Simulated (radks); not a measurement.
Problem. Valence configurations of Ne II (all share [He]). All-electron calculation, scalar-relativistic Kohn-Sham, r2SCAN, spin-polarised, spherical densities, finite nucleus; open shells are filled with parallel spins first; meta-GGA in the generalised Kohn-Sham scheme; Fermi nuclear charge, rms radius 3.0055 fm. Program: a radial shooting solver on a logarithmic mesh with Libxc functionals. Order these by energy: 2s2 2p5; 2s1 2p6; 2s1.5 2p5.5.

Solution. From the lowest, in eV above it: 2s2 2p5 0.000; 2s1.5 2p5.5 12.400; 2s1 2p6 24.712. NIST lists [He] 2s2 2p5 as the ground configuration; this level of theory agrees among the configurations tried. The energies are those of spherical high-spin densities, not of single terms.
